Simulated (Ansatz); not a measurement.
`C[NH][Al]([F])[F]` + NH₃ → `[NH2][Al]([F])[F]` + CH₃NH₂ at 298.15 K and 1 bar (ligand exchange at the Al–N bond).

Program: Ansatz. Geometries: PBE0-D4/def2-TZVP. ΔE: electronic, gas phase. CBS: MP2 limit from def2 TZ/QZ plus the TZ coupled-cluster correction, frozen cores. This one scheme is used for every species. One conformer a species, not always the lowest.

| species | CCSD(T)/CBS energy (Eh) | H − E (kJ/mol) | S (J/(mol·K)) |
| --- | --- | --- | --- |
| `C[NH][Al]([F])[F]` | -536.95512 | 177.5 | 340.0 |
| NH₃ | -56.50880 | 100.5 | 192.4 |
| `[NH2][Al]([F])[F]` | -497.71159 | 98.0 | 299.0 |
| CH₃NH₂ | -95.75281 | 180.0 | 240.4 |

H − E and S are ideal-gas, rigid-rotor, harmonic terms from PBE0-D4/def2-TZVP, for one conformer and one mirror image of each species. 1 Eh = 2625.50 kJ/mol, R = 8.31446 J/(mol·K).

Problem. By hand: ΔE, ΔH, ΔS and ΔG.

Solution. ΔE = (-497.71159) + (-95.75281) − (-536.95512) − (-56.50880) = -0.00048 Eh = -1.3 kJ/mol. Δ(H − E) = 98.0 + 180.0 − 177.5 − 100.5 = 0.0, so ΔH = -1.3 kJ/mol. ΔS = 299.0 + 240.4 − 340.0 − 192.4 = 7.0 J/(mol·K). ΔG = -1.3 − 298.15 × (7.0)/1000 = -3.4 kJ/mol.

Problem. By hand: the equilibrium constant, and the temperature at which ΔG would vanish if ΔH and ΔS stayed fixed.

Solution. log₁₀ K = −ΔG/(RT ln 10) = 0.6. ΔH and −TΔS have one sign here, so there is no such temperature. One of them is within its doubt of zero, so this could turn.

TΔS isn't small against ΔH here. The sign of ΔG lies within the doubt. A doubt of 5 kJ/mol in ΔE shifts log₁₀ K by 0.9 here. Other conformers and mirror images would add mixing entropy, several J/(mol·K) or more a flexible species. These are equilibria of isolated gas molecules and say nothing of rates. Largest T1 diagnostic: 0.012 (customary marks: 0.02 for closed shells, 0.045 for open ones).
